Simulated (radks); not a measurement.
B I, configuration [He] 2s2 2p1.

Calculated with a radial shooting solver on a logarithmic mesh with Libxc functionals: Dirac Kohn-Sham, PBEsol, spin-unpolarised, spherical densities, finite nucleus; open shells fill j = l - 1/2 first; Fermi nuclear charge, rms radius 2.406 fm.

Energy parts (Ry):
total: -48.93961
kinetic: 48.73771
electron-nucleus: -113.42442
Hartree: 23.05710
exchange-correlation: -7.31001

Orbitals (lengths in bohr, moments of r in powers of bohr; <r^-3> diverges for s and p1/2):
orbital  occ.  eigenvalue (Ry)  <r^-3>    <r^4>  small-component weight
1s1/2       2        -13.19621       -  0.05870                2.87e-04
2s1/2       2         -0.68795       -    41.61                2.76e-05
2p1/2       1         -0.26140       -    116.3                1.94e-05
2p3/2       0         -0.26116  0.7897    116.5                1.94e-05

The highest occupied level is 2p1/2 at -3.556 eV. Summed over all electrons, <r^2> = 16.43 bohr^2, which gives a Langevin (diamagnetic) susceptibility term of -13 x 10^-6 cm^3/mol.
